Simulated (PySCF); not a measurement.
C3H5BrSi, SMILES C#CC[SiH2]Br at its B3LYP/def2-SVP optimised geometry (Å):

```
10

C      1.0098    -0.2211     0.0000
C     -0.2029    -0.2211     0.0000
C     -1.6570    -0.2597     0.0636
Si    -2.2158    -1.2025     1.6178
Br    -4.4654    -1.2419     1.6738
H      2.0833    -0.2122    -0.0151
H     -2.0832    -0.7580    -0.8245
H     -2.0833     0.7580     0.0950
H     -1.7330    -0.5136     2.8419
H     -1.7282    -2.6048     1.5753
```

Calculation: B3LYP/def2-TZVP (PySCF). Cells within 0.4 Å of a nucleus heavier than hydrogen are left out (blank, or x).

Map of the electrostatic potential (hartree/e), clipped to [-0.08, 0.12] on the plane z = 0.0 Å:

```
|11111111111111111111111111111|
|11111111111111111111111111111|
|11111111111111111111111111111|
|11122222211111111111111111111|
|11222222221111111111111111111|
|11222222222111111111111111111|
|12222222222111111111111111111|
|12222333322211100001111111111|
|12223344433211000001111122222|
|12223467753211000001112222222|
|12234699995321000011222222222|
|11234799998555312343333332222|
|11234799999999999999776433222|
|11234699999999999999999743322|
|11234799xx999xx99xx9999954322|
|11234799xxx99xx9xxx9999954322|
|122347999x9999999999999853322|
|22235799999999999999997543322|
|22235689999888634665444333222|
|12234677776543100112222222222|
|11234566654321000001122222222|
|11223445443221000001111222222|
|11122333332211100001111112221|
|11122223222211111111111111111|
|11112222222111111111111111111|
|11111222221111111111111111111|
|11111111111111111111111111111|
|11111111111111111111111111111|
|11111111111111111111111111111|
```
Scale: ten equal steps from -0.024 (start of '0') to 0.120 (end of '9'), in the order '0123456789'; x runs from -4.50 to 4.50, y from -4.50 (bottom) to 4.50 (top).
